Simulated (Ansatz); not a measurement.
Computed with Ansatz on PBE0-D4/def2-TZVP structures; ΔE is electronic, products minus reactants. CCSD(T)/CBS adds triple-zeta CCSD(T) − MP2 to the extrapolated MP2 energy (def2 sets, frozen cores). DFT in def2-TZVPP. B3LYP here is the variant with VWN-RPA as its local correlation; programs differ in this. For As, Br outer-core shells are correlated without core-valence functions, which leaves a few kJ/mol of doubt a bond. Scalar relativity is left out up to krypton. One conformer a species, not always the lowest.

Consider the ligand exchange at the Si–C bond: `C[SiH2]CBr` + `O[AsH2]` → `C[SiH2][AsH]O` + `CBr`.

`C[SiH2]CBr`:

Z-matrix (Å, degrees):
```
C
Si 1 1.864
H 1 1.092 2 110.6
H 1 1.092 2 110.6 3 120.0
H 1 1.093 2 110.9 3 -120.2
C 2 1.884 1 111.2 3 60.0
H 2 1.486 1 111.4 3 -60.7
H 2 1.492 1 110.6 3 178.5
Br 6 1.949 2 110.1 1 -60.3
H 6 1.090 2 112.6 1 58.2
H 6 1.089 2 112.4 1 -178.6
```

`O[AsH2]`:

Cartesian coordinates in Å:
```
O 0.024 0.473 1.005
As -0.069 0.072 -0.749
H -0.088 1.423 1.095
H 1.147 -0.852 -0.762
H -1.014 -1.116 -0.588
```

`C[SiH2][AsH]O`:

```xyz
11

C    -0.400    0.479   -1.397
Si    1.009    0.401   -0.173
As    0.468   -0.994    1.670
O    -1.238   -0.373    1.787
H    -0.551   -0.493   -1.871
H    -0.203    1.220   -2.175
H    -1.321    0.752   -0.877
H     1.322    1.751    0.369
H     2.252   -0.154   -0.782
H     0.162   -2.174    0.740
H    -1.502   -0.417    2.709
```

`CBr`:

Z-matrix (Å, degrees):
```
C
Br 1 1.933
H 1 1.086 2 108.0
H 1 1.086 2 108.0 3 -120.0
H 1 1.086 2 108.0 3 120.0
```

Task: Is it downhill or uphill in electronic energy at CCSD(T)/CBS, and by how much? (Best estimate.)

Result: The calculation gave: Downhill: ΔE = -27.8 kJ/mol.

Task: What do these levels give: ωB97M-V, B3LYP, SCS-MP2/def2-TZVPP, CCSD/def2-TZVPP, HF/def2-QZVPP, CCSD/CBS(def2)? (Best estimate.)

Result: The calculation gave: ωB97M-V -27.1, B3LYP -32.5, SCS-MP2/def2-TZVPP -25.8, CCSD/def2-TZVPP -26.6, HF/def2-QZVPP -25.1, CCSD/CBS(def2) -27.3 kJ/mol.

Largest T1 diagnostic among the species: 0.012.
